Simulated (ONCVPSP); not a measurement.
What one change does to a pseudopotential (tin (Sn), ONCV)

* Element: tin
* Generator: ONCVPSP 4.0.1
* Type: optimised norm-conserving Vanderbilt (ONCV)
* Functional: PBE
* Relativity: scalar-relativistic
* Frozen core: [Ar] 3d10
* Valence charge: 22
* Reference configuration: 4s2 4p6 4d10 5s2 5p2
* Partial waves: 4s+5s: rc 1.60 bohr, ncon 4, nbas 8, qcut 7.9 1/bohr, 2 projectors; 4p+5p: rc 1.70 bohr, ncon 4, nbas 8, qcut 6.4 1/bohr, 2 projectors; 4d: rc 1.50 bohr, ncon 4, nbas 9, qcut 8.7 1/bohr, 2 projectors, debl 1.1 Ha
* Local potential: polynomial inside 1.25 bohr (lpopt 5, dvloc0 0 Ha)
* Core correction: polynomial model core, fcfact 0.35

All-electron outer shells of the reference configuration (PBE, scalar-relativistic, ld1.x):

| shell | level (eV) | outermost node (bohr) | outermost maximum (bohr) |
| --- | --- | --- | --- |
| 3p | -698.81 | 0.14 | 0.30 |
| 3d | -473.43 | – | 0.25 |
| 4s | -133.93 | 0.40 | 0.74 |
| 4p | -89.70 | 0.41 | 0.79 |
| 4d | -25.84 | 0.39 | 0.88 |
| 5s | -10.55 | 0.98 | 2.01 |
| 5p | -3.69 | 1.09 | 2.55 |

Change: all radii but the core radius scaled by about 1.28 (s 2.04, p 2.18, d 1.92 bohr); local potential polynomial inside 1.60 bohr (lpopt 5, dvloc0 0 Ha).

Cutoffs: the cutoffs (Ha) at which the residual kinetic energy of the hardest occupied pseudo-wave falls to 1 and 0.1 mHa per electron; they do not see the model core or the augmentation charge, which bear on the density cutoff. Errors are all-electron minus pseudo energies relative to the spin-unpolarised reference configuration.

**Question.** How do hardness, ghosts and transferability respond?

**Answer.** The potential gets softer (33 Ha and 48 Ha → 28 Ha and 31 Ha); of the 4 tests that both files solve, the error grows in 3 and shrinks in 0 by more than 15 % and 0.3 meV (median size 7.0 → 11.2 meV); neither file shows a bound ghost. A larger radius leaves more room for a smooth pseudo-wave, so fewer plane waves are needed. More of the atom is replaced by a form fitted at one configuration, so other configurations suffer.

```csv
quantity,base,changed
"cutoff, loose",33 Ha,28 Ha
"cutoff, tight",48 Ha,31 Ha
loose cutoff by channel,"s 20 Ha, p 20 Ha, d 33 Ha","s 14 Ha, p 16 Ha, d 28 Ha"
bound ghosts,none,none
GHOST(+) flags under 300 eV,none,none
"error for 4s2 4p6 4d10 5s2 5p1, meV [ΔE 6.87 eV]",-1.5,-1.7
"error for 4s2 4p6 4d10 5s2 5p0, meV [ΔE 20.83 eV]",-4.7,-5.9
"error for 4s2 4p6 4d10 5s1 5p0, meV [ΔE 51.80 eV]",-16,-30
"error for 4s2 4p6 4d10 5s0 5p4, meV [ΔE 14.19 eV]",-9.3,-16
"rms error of d²Exc/dni dnj with the model core, mHa",1.83,2.34
```
